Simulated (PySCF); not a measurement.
# C₆ coefficients of unlike pairs at wB97X-V

Calculated with PySCF 2.14 from the dipole response of each species, C₆(A,B) = (3/π) ∫ α_A(iu) α_B(iu) du, in atomic units, from isotropic polarisabilities. For ions this is the dispersion term alone; charge-induced terms of lower order in 1/R come first.

```json
{"species": "B³⁺", "configuration": "1s2 (1S)", "basis": "aug-cc-pV5Z (7s6p5d4f3g2h)", "relativity": "none", "α (bohr³)": "0.02013", "C₆ (like pair)": "0.002626"}
{"species": "Bi³⁺", "configuration": "[Xe] 4f14 5d10 6s2 (1S)", "basis": "aug-cc-pwCVTZ-PP with ECP60MDF (8s7p6d4f1g)", "relativity": "core potential", "α (bohr³)": "10.12", "C₆ (like pair)": "61.67"}
{"species": "Ba⁺", "configuration": "[Xe] 6s1 (2S)", "basis": "def2-TZVPPD with the def2 core potential (46 electrons) (6s4p3d1f)", "relativity": "core potential", "α (bohr³)": "139.9", "C₆ (like pair)": "1610"}
{"species": "P", "configuration": "[Ne] 3s2 3p3 (4S)", "basis": "x2c-QZVPPall with one added diffuse shell each of s, p, d, f type (10s7p5d3f1g)", "relativity": "spin-free X2C", "α (bohr³)": "26.07", "C₆ (like pair)": "192.6"}
```

Q: Estimate C₆ for Bi³⁺ with B³⁺.

A: The integral gives 0.2676. The combination rule 2 C_A C_B / (C_A α_B/α_A + C_B α_A/α_B) gives 0.2245 and the geometric mean 0.4024.

No spin-orbit coupling is included.

The other pairs:

```json
{"pair": "P, Ba⁺", "C₆": "490.9"}
{"pair": "Ba⁺, Bi³⁺", "C₆": "230.5"}
{"pair": "Ba⁺, B³⁺", "C₆": "0.6298"}
{"pair": "P, B³⁺", "C₆": "0.3067"}
{"pair": "P, Bi³⁺", "C₆": "100.3"}
```
